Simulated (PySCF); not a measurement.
# Worked example: oscillator strength and radiative lifetime

C₅H₉B, SMILES B(C#C)(CC)C.

Geometry: B3LYP-D3(BJ)/def2-SVP. This is a generated structure with no PubChem entry under its InChIKey; it may be hypothetical. Other conformers were not sampled.

PySCF with TDA-PBE/def2-SVPD puts the first singlet state with f over 0.02 at 5.61 eV (vertical), with the transition dipole (-0.171, 0.773, 0.161) in atomic units.

Q: Find the oscillator strength, the wavelength and the radiative lifetime that this transition would have in vacuum if emission retraced absorption.

A: 
|μ|² = 0.6527 au, so |μ| = 2.05 D. ΔE = 5.61/27.211 = 0.2062 hartree. f = (2/3) ΔE |μ|² = 0.090 (the program prints 0.090).
λ = 1239.84/5.61 = 221 nm; ν = 45248 cm⁻¹.
Einstein's coefficient A = 0.6670 ν² f s⁻¹ (ν in cm⁻¹) = 1.2e8 s⁻¹, so τ = 1/A = 8.2 ns. This state is S3; the lower singlets have f = 0.000, 0.000. The figure is the radiative limit of this one transition; relaxation, internal conversion, crossing to triplets and a medium change what is measured.
